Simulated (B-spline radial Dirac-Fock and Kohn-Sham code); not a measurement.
**Ga²⁵⁺: eigenvalues, ΔSCF and the reference**

System: gallium as Ga²⁵⁺, [He] 2s2 2p2.

The density-functional columns are spherical, spin-unpolarised Dirac-Kohn-Sham results without Breit or QED terms: −ε is minus the orbital energy of the initial state and ΔSCF the difference of two total energies. The reference in the last column comes from Dirac-Fock energy differences between relaxed states, corrected for Breit and QED terms. All numbers are from a radial B-spline solver, in eV; a selection of levels is shown. The Kohn-Sham columns are given as differences from the reference. For the 1s level of heavy atoms much of the gap between ΔSCF and the reference is the Breit and QED part, -18.9 eV here; for other levels the error of the functional can be larger.

```tsv
level	LDA −ε − DF	LDA ΔSCF − DF	Dirac-Fock
K	-202.9	+25.8	11995.0
L1	-52.4	+3.2	2627.4
L2,3	-66.9	-1.7	2528.9
```

Values without a named source are computed, but for edge energies of neutral atoms, which are taken from tables.
